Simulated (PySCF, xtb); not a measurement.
Al(F)(NCO)(OMe) (C₂H₃AlFNO₂), SMILES [F][Al]([O]C)[N]=C=O. Other conformers were not sampled.

Harmonic wavenumbers (cm⁻¹) from GFN2-xTB (xtb) at its own minimum, in rising order: 35, 51, 67, 86, 148, 167, 199, 291, 465, 508, 514, 717, 833, 1132, 1134, 1234, 1415, 1470, 1473, 1493, 2502, 2968, 2969, 2977.

Problem. What does B3LYP-D3(BJ)/def2-SVP (PySCF) give at its own minimum? (An estimate is asked for; the answer gives what the named calculation found.)

Solution. 48, 71, 94, 95, 102, 234, 279, 291, 507, 628, 637, 762, 926, 1181, 1188, 1257, 1474, 1478, 1486, 1515, 2431, 2989, 3063, 3076. Paired by order, the mean absolute difference is 50 cm⁻¹ and the zero-point energies are 35.5 and 36.9 kcal/mol.
